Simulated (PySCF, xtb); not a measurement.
F₂H₅NSSi₂, SMILES N[SiH2]S[SiH](F)F.

GFN2-xTB run with xtb at its own geometry gives an orbital gap of 4.81 eV and a dipole moment of 3.36 D.

Geometry optimised at ωB97X-D3(BJ)/def2-SVP. This is a generated structure with no PubChem entry under its InChIKey; it may be hypothetical. One conformer was computed; it need not be the lowest.

Task: What does PySCF with CAM-B3LYP/def2-TZVP give? (An estimate is asked for; the answer gives what the named calculation found.)

Result: gap 9.96 eV (levels -9.09 and 0.88 eV), dipole 2.40 D.
